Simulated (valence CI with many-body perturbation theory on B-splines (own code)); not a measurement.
Os LXII: calculated level list

Level of theory: configuration interaction combined with many-body perturbation theory (CI+MBPT): five valence electrons over a frozen Dirac-Fock core [Ne], a basis of 9 s, 9 p, 8 d, 6 f, 3 g, 1 h functions for each j, with the one-electron correlation potential Σ1 (screened to all orders), the two-electron term Σ2, the three-electron term Σ3, Breit, model QED; selected single and double excitations, second order for the rest (own B-spline code, finite nucleus).

The last digits are not significant, and no measured levels were compared; by estimate large intervals hold to a few tenths of a per cent, small ones and those within an open d or f shell to about a per cent. Among the levels kept, up to 600 cm⁻¹ of a level comes from second order outside the variational space, and about a tenth of that is noise between levels of different J, which matters for small intervals.

Levels 46 to 52 of 52, with energies above the lowest level, (3s^2 3p1/2^2 3p3/2) J=3/2. "Leading %" is the weight of the configuration and term that name the level; weights of strongly mixed levels are sums over their largest components and can fall short. In the jj column 3d3/2^4 stands for four electrons in 3d with j = 3/2. Lifetimes count E1, E2, E3, M1 and M2 decay at the calculated energies, and are blank where another channel may lead or the interval is too uncertain; long ones can be off by a factor of two.

| No. | Configuration | Term | J | E (eV) | Leading % | Second component | g | Lifetime | Leading jj |
| --- | --- | --- | --- | --- | --- | --- | --- | --- | --- |
| 46 | 3s²3p3d² | ²D° | 5/2 | 975.3 | 24 | 19 % 3s²3p3d² ⁴D° | 1.053 | 1.85 ps | 3s^2 3p1/2 3d3/2 3d5/2 (95 %) |
| 47 | 3s²3p3d² | ⁴D° | 3/2 | 982.0 | 42 | 20 % 3s²3p3d² ²D° | 1.159 | 1.91 ps | 3s^2 3p1/2 3d3/2 3d5/2 (96 %) |
| 48 | 3s²3p3d² | ⁴P° | 1/2 | 984.5 | 47 | 27 % 3s²3p3d² ⁴D° | 1.783 | 2.13 ps | 3s^2 3p1/2 3d3/2 3d5/2 (96 %) |
| 49 | 3s²3p3d² | ²H° | 9/2 | 985.7 | 51 | 32 % 3s²3p3d² ²G° | 1.015 | 2.92 ps | 3s^2 3p1/2 3d3/2 3d5/2 (98 %) |
| 50 | 3s3p⁴ | ²D | 5/2 | 990.8 | 62 | 25 % 3s3p⁴ ⁴P | 1.294 | 697 fs | 3s 3p1/2 3p3/2^3 (87 %) |
| 51 | 3s3p⁴ | ²P | 1/2 | 1011.5 | 46 | 27 % 3s3p⁴ ⁴P | 1.385 | 369 fs | 3s 3p1/2 3p3/2^3 (73 %) |
| 52 | 3s3p⁴ | ²P | 3/2 | 1013.9 | 38 | 27 % 3s3p⁴ ²D | 1.128 | 308 fs | 3s 3p1/2 3p3/2^3 (75 %) |
